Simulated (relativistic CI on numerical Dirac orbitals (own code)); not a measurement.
## Ligand-field terms of d7

Computed with a parametric ligand-field model of a d^n configuration (Racah B and C, spin-orbit zeta, crystal field), exact diagonalisation.

Field parameters in Wybourne normalisation: Td as Oh with Dq negative (B⁴₀ = 21Dq, B⁴₄ = √(5/14) B⁴₀). The field is a parameter set, without covalency.

(1) Ground term and bands for B = 850, C = 3120, ζ = 0 cm⁻¹, Td, 10Dq = -10030 cm⁻¹?

(2) Ground term and bands for B = 850, C = 3120, ζ = 0 cm⁻¹, Td, 10Dq = -1620 cm⁻¹?

(3) Ground term and bands for B = 850, C = 3120, ζ = 0 cm⁻¹, Td, 10Dq = -10800 cm⁻¹?

(4) Ground term and bands for B = 850, C = 3120, ζ = 0 cm⁻¹, Td, 10Dq = -5440 cm⁻¹?

(5) Ground term and bands for B = 850, C = 3120, ζ = 0 cm⁻¹, Td, 10Dq = -11560 cm⁻¹?

Results:

(1) Ground term 4A2 with 4.00 electrons in the two orbitals of the cubic e set. Spin-allowed: 4T2 10030 cm⁻¹ (997 nm), 4T1 16183 cm⁻¹ (618 nm), 4T1 26657 cm⁻¹ (375 nm). Lowest spin-forbidden: 2E 15105 cm⁻¹ (662 nm), 2T1 15937 cm⁻¹ (627 nm), 2T2 21194 cm⁻¹ (472 nm). With an A2 ground term the first spin-allowed band lies at |10Dq| itself.

(2) Ground term 4A2 with 4.00 electrons in the two orbitals of the cubic e set. Spin-allowed: 4T2 1620 cm⁻¹, 4T1 2880 cm⁻¹, 4T1 14730 cm⁻¹ (679 nm). Lowest spin-forbidden: 2E 13921 cm⁻¹ (718 nm), 2T1 14142 cm⁻¹ (707 nm), 2A1 14380 cm⁻¹ (695 nm). With an A2 ground term the first spin-allowed band lies at |10Dq| itself.

(3) Ground term 4A2 with 4.00 electrons in the two orbitals of the cubic e set. Spin-allowed: 4T2 10800 cm⁻¹ (926 nm), 4T1 17237 cm⁻¹ (580 nm), 4T1 27913 cm⁻¹ (358 nm). Lowest spin-forbidden: 2E 15152 cm⁻¹ (660 nm), 2T1 15989 cm⁻¹ (625 nm), 2T2 21457 cm⁻¹ (466 nm). With an A2 ground term the first spin-allowed band lies at |10Dq| itself.

(4) Ground term 4A2 with 4.00 electrons in the two orbitals of the cubic e set. Spin-allowed: 4T2 5440 cm⁻¹ (1838 nm), 4T1 9317 cm⁻¹ (1073 nm), 4T1 19753 cm⁻¹ (506 nm). Lowest spin-forbidden: 2E 14717 cm⁻¹ (679 nm), 2T1 15430 cm⁻¹ (648 nm), 2A1 18200 cm⁻¹ (549 nm). With an A2 ground term the first spin-allowed band lies at |10Dq| itself.

(5) Ground term 4A2 with 4.00 electrons in the two orbitals of the cubic e set. Spin-allowed: 4T2 11560 cm⁻¹ (865 nm), 4T1 18253 cm⁻¹ (548 nm), 4T1 29177 cm⁻¹ (343 nm). Lowest spin-forbidden: 2E 15196 cm⁻¹ (658 nm), 2T1 16036 cm⁻¹ (624 nm), 2T2 21698 cm⁻¹ (461 nm). With an A2 ground term the first spin-allowed band lies at |10Dq| itself.
